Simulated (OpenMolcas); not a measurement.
**Nb3+ in tetrahedral coordination: ligands and hosts compared**

| Quantity | Value |
| --- | --- |
| Program | OpenMolcas |
| Method | CASSCF |
| Active space | 2 electrons in 5 orbitals (4d) |
| Spin-orbit coupling | RASSI with atomic mean-field integrals over the reference wave functions |

Distances were set from a Shannon-type radius of the metal (high-spin where two are listed) plus a fixed donor radius (S 1.78, Br 1.91, Cl 1.76, F 1.31 Å). Anionic complexes are neutralised by point charges, and hosts are embedded clusters. Ligand basis ANO-RCC-VDZP. States (labels of Td). Energies in cm-1 above the lowest state or level, χT in cm3 K/mol.

```
Ligand or host  R (Å)   Metal basis  Outer charge (e at Å behind ligand)  Ground state  First state of that spin  First gap with spin-orbit (degeneracies)  χT at 300 K  First state of another spin
             S   2.37  ANO-RCC-VDZP                           1.2 at 2.6           3A2                  3T2 3351                               3293 (3, 2)        0.692                      1E 8462
            Br    2.5  ANO-RCC-VDZP                          0.25 at 3.2           3A2                  3T2 7148                               7013 (3, 2)        0.852                      1E 9362
            Cl   2.35  ANO-RCC-VDZP                          0.25 at 2.6           3A2                  3T2 8020                               7800 (3, 2)        0.855                      1E 9481
             F    1.9  ANO-RCC-VDZP                          0.25 at 2.4           3A2                 3T2 11886                              10163 (3, 2)        0.893                     1E 10431
```

The rows also differ in their outer charges, so part of each step comes from that.

The first state of the same spin rises in the order S < Br < Cl < F, by a factor of 3.55 from first to last.

Without dynamic correlation the repulsion within the d shell is too large (B by tens of per cent), so at a given field states of lower spin stand too high. With metal d orbitals alone the field can be off either way by tens of per cent. Ligand-to-metal charge-transfer states are missing. With no ligand orbital active B as a rule stays too high, so bands that hang on it stand too high and its fall with covalency is understated. The least metal-like active orbital is 73 % on the metal (Löwdin) and no ligand orbital is active, so the numbers are rough (holds for S). The sulfide ions are held by bare point charges, a crude embedding (holds for S). The least metal-like active orbital is 77 % on the metal (Löwdin) and no ligand orbital is active, so the numbers are rough (holds for Br; Cl). The least metal-like active orbital is 76 % on the metal (Löwdin) and no ligand orbital is active, so the numbers are rough (holds for F). No measured value stands beside these numbers; the geometry is a model, was not optimised and need not be the one that this ion takes.
